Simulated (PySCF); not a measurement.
Löwdin shares of the frontier orbitals

Compound: C4H5BCl2O2.
Structure used (PBE0-D3(BJ)/def2-SVP), in Å, numbered top down from 1:
```
atom  x, y, z in Å
C1     2.763   -0.500    0.890
C2     1.794   -0.651   -0.006
O3     0.690    0.160    0.021
C4    -0.285   -0.052   -0.895
O5    -0.220   -0.873   -1.765
C6    -1.453    0.849   -0.641
B7    -2.468    0.293    0.422
Cl8   -2.022   -0.951    1.563
Cl9   -4.083    0.959    0.495
H10    2.707    0.267    1.666
H11    3.634   -1.154    0.856
H12    1.785   -1.397   -0.804
H13   -1.980    1.039   -1.586
H14   -1.104    1.819   -0.244
```

Theory: TDDFT PBE0/def2-SVPD, vertical, gas phase, core orbitals frozen in the response in PySCF 2.14.0, density-fitted response routines.

Kohn–Sham orbitals with the atoms that hold most of them (Löwdin shares over 4%, at most four atoms; ? is withheld):

```tsv
orbital	ε (eV)	atoms
HOMO-3	-9.56	Cl9 41%, Cl8 17%, C6 13%, B7 12%
HOMO-2	-9.40	Cl8 58%, Cl9 32%
HOMO-1	-8.59	O5 64%, C6 9%, C4 9%, O3 8%
HOMO	-7.54	?
LUMO	-1.73	?
LUMO+1	-0.75	C4 27%, O5 19%, C1 16%, C2 12%
LUMO+2	0.04	B7 44%, Cl9 15%, Cl8 13%, H14 5%
```

Which atoms hold the LUMO, and with what shares?

B7 (bonded to C and 2 Cl) 46%; Cl8 (bonded to B) 19%; Cl9 (bonded to B) 18%; C6 (bonded to B, C and 2 H) 11%. By element: boron 46%, chlorine 37%, carbon 11% or more.

Give the leading atoms of the HOMO.

C1 (bonded to C and 2 H) 37%; C2 (bonded to C, O and H) 28%; O3 (bonded to 2 C) 18%; O5 (bonded to C) 5%. By element: carbon 65% or more, oxygen 23%.

The HOMO–LUMO gap is 5.81 eV. Where does the response calculation put the lowest singlet, and from which orbitals?

S1 is at 5.01 eV (f = 0.0014), 0.80 eV below the gap, made of HOMO→LUMO (100%). 

One configuration dominates each of S1, S2, S3, S4 and S5. Which, and how do the shares of the two leading atoms of either orbital change from the occupied to the empty one?

- S1 (5.01 eV, f 0.0014), HOMO→LUMO (100%): C1 37% → at most 8%, C2 28% → at most 8%, B7 at most 5% → 46%, Cl8 at most 5% → 19%
- S2 (5.67 eV, f 0.013), HOMO-1→LUMO (75%): O5 64% → at most 8%, C6 9% → 11%, B7 at most 9% → 46%, Cl8 at most 9% → 19%
- S3 (5.82 eV, f 0.0011), HOMO-1→LUMO+1 (72%): O5 64% → 19%, C6 9% → at most 13%, C4 9% → 27%
- S4 (5.99 eV, f 0.0051), HOMO-2→LUMO (93%): Cl8 58% → 19%, Cl9 32% → 18%, B7 at most 4% → 46%
- S5 (6.10 eV, f 0.319), HOMO→LUMO+1 (92%): C1 37% → 16%, C2 28% → 12%, C4 at most 5% → 27%, O5 5% → 19%

One conformer stands for the species.
